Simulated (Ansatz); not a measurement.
Input for Ansatz (a quantum-chemistry and plane-wave program): R-r2SCAN/def2-TZVPPD on CH4ClF (a complex), monomers drawn apart or pushed together. Files ending in .json are basis or fitting sets from the Basis Set Exchange.

Ansatz 0.2 input:
```yaml
crystal:
  periodic: [false, false, false]
  atoms:
    - {symbol: Cl, position_ang: [0.16520819, 0.05211868, -0.13614396]}
    - {symbol: H, position_ang: [0.21537761, 0.50856112, 1.07035412]}
    - {symbol: C, position_ang: [-0.52022679, -0.54840946, 3.81579707]}
    - {symbol: F, position_ang: [0.01917226, 0.63176978, 3.28366902]}
    - {symbol: H, position_ang: [0.19617096, -0.95775073, 4.52650602]}
    - {symbol: H, position_ang: [-1.45721188, -0.29928958, 4.31170658]}
    - {symbol: H, position_ang: [-0.69205174, -1.24640514, 2.99726868]}
basis:
  gaussian:
    orbitals: def2-TZVPPD.json
hamiltonian:
  xc: {name: r2SCAN}
scf: {lower_state_search: off}
```

Output:

```
WARN ansatz: RAYON_NUM_THREADS=2 ignored (pool sized by the plan → 2); use --threads N
Functional definition: r2SCAN
these checks for a lower state are left out or cut short: stability, starts, cluster_reference, orbital_swaps, neighbouring_geometries, increment
integrals: 0.09 GiB planned
931 factors; their error is unknown
mean field: 0.72 GiB planned
mean field evaluation 1: about -16338.0413 eV, gradient 3.8e1 eV
mean field evaluation 2: about -16337.3347 eV, gradient 4.2e1 eV
mean field evaluation 4: about -16341.1555 eV, gradient 2.3e0 eV
mean field evaluation 8: about -16341.1629 eV, gradient 4.7e-2 eV
mean field evaluation 16: about -16341.1360 eV, gradient 8.5e-5 eV
mean field -16341.13600184 eV, -600.5256716478 hartree, gradient 9.4e-6 eV, S^2 0.000000; 0 other end points of the search recorded, 0 dependent functions left out
reference -16341.13602338 eV, -600.5256724393 hartree; 18, 18 occupied and 178, 178 virtual orbitals, 931 factors
Total energy: -16341.13602338 eV, -600.5256724393 hartree
Checks for a lower state left out: stability, starts, cluster_reference, orbital_swaps, neighbouring_geometries, increment
```

The run converged.

Cost: very roughly 1.8 core-seconds.
